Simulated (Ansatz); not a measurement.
Cl2H2SSn (`[SH][SnH]([Cl])[Cl]`), relaxed with RKS PBE-D4/def2-SVP in Ansatz 0.2.0 from a rough embedded geometry. The force threshold is 0.03 eV/Å; the program also tests the step.

The species carries charge 0 and has multiplicity 1. Sn takes the def2 core potential.

Start:

```xyz
6

S    -0.682    0.601   -1.712
Sn   -0.079   -0.090    0.481
Cl    2.123    0.614    0.981
Cl   -1.604    0.795    2.013
H     0.419   -0.076   -2.318
H    -0.178   -1.845    0.555
```

By how much does the energy fall, and how many steps does the optimiser take? (An estimate is asked.)

Ansatz gave: 10.39 kJ/mol, in 4 steps.

Which bonds change most? (Best estimate.)

Computed: S1–H5 from 1.428 to 1.365 Å; S1–Sn2 from 2.377 to 2.424 Å; Sn2–H6 from 1.759 to 1.724 Å; Sn2–Cl4 from 2.336 to 2.356 Å.

Give the relaxed structure. (An estimate is asked.)

Computed: 
```xyz
6

S    -0.690    0.642   -1.747
Sn   -0.078   -0.175    0.451
Cl    2.098    0.575    0.994
Cl   -1.594    0.835    1.946
H     0.376    0.008   -2.315
H    -0.111   -1.885    0.672
```
